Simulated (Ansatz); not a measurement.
C3H9N, SMILES `CC(C)N` (charge 0, multiplicity 1).

The numbers are results of frozen-core CCSD(T)/cc-pVDZ // PBE0-D3(BJ)/def2-TZVP in Ansatz (a first-principles code), not measurements.

Ansatz 0.2 input:
```yaml
crystal:
  periodic: [false, false, false]
  atoms:
    - { symbol: C, position_ang: [-0.967494, -0.916082, 0.075077] }
    - { symbol: C, position_ang: [0.046328, 0.101822, -0.434155] }
    - { symbol: C, position_ang: [1.390663, -0.072895, 0.247659] }
    - { symbol: N, position_ang: [-0.379991, 1.488539, -0.283517] }
    - { symbol: H, position_ang: [-0.631092, -1.942201, -0.099387] }
    - { symbol: H, position_ang: [-1.933132, -0.790417, -0.422189] }
    - { symbol: H, position_ang: [-1.124506, -0.792383, 1.151676] }
    - { symbol: H, position_ang: [0.187141, -0.064006, -1.509313] }
    - { symbol: H, position_ang: [1.779112, -1.083081, 0.102202] }
    - { symbol: H, position_ang: [2.115245, 0.643178, -0.142819] }
    - { symbol: H, position_ang: [1.295987, 0.09385, 1.326243] }
    - { symbol: H, position_ang: [-0.490835, 1.706706, 0.701415] }
    - { symbol: H, position_ang: [-1.287427, 1.626969, -0.712892] }
basis:
  gaussian: { orbitals: cc-pVDZ }
correlation:
  method: ccsd_t
```

Output:

```
Functional definition: HF
915 factors; integrals over basis functions are off by at most 1.2e-3 eV
mean field evaluation 1: about -4712.5320 eV, gradient 3.4e1 eV
mean field evaluation 2: about -4712.7070 eV, gradient 3.4e1 eV
mean field evaluation 4: about -4715.7638 eV, gradient 3.4e0 eV
mean field evaluation 8: about -4715.8023 eV, gradient 1.0e-4 eV
mean field evaluation 16: about -4715.7999 eV, gradient 9.2e-1 eV
mean field -4715.80228000 eV, -173.3025373044 hartree, gradient 2.4e-6 eV, S^2 0.000000; 0 other end points of the search recorded, 0 dependent functions left out
4 core orbitals not correlated
reference -4715.80228000 eV, -173.3025373044 hartree; 13, 13 occupied and 84, 84 virtual orbitals, 915 factors
second order -16.69297944 eV of doubles, -0.00000000 eV of singles
cycle   1  -17.69138660 eV  change    -1.0e0 eV  update   7.7e-2
cycle   2  -18.13899879 eV  change   -4.5e-1 eV  update   2.2e-2
cycle   3  -18.19730914 eV  change   -5.8e-2 eV  update   7.6e-3
cycle   4  -18.19887303 eV  change   -1.6e-3 eV  update   2.0e-3
cycle   5  -18.19979253 eV  change   -9.2e-4 eV  update   6.8e-4
cycle   6  -18.19995597 eV  change   -1.6e-4 eV  update   2.2e-4
cycle   7  -18.19989532 eV  change    6.1e-5 eV  update   9.6e-5
cycle   8  -18.19989388 eV  change    1.4e-6 eV  update   3.9e-5
cycle   9  -18.19988660 eV  change    7.3e-6 eV  update   1.2e-5
perturbative correction -0.50354110 eV, -0.0185047941 hartree
Total energy: -4734.50570770 eV, -173.9898755948 hartree
```
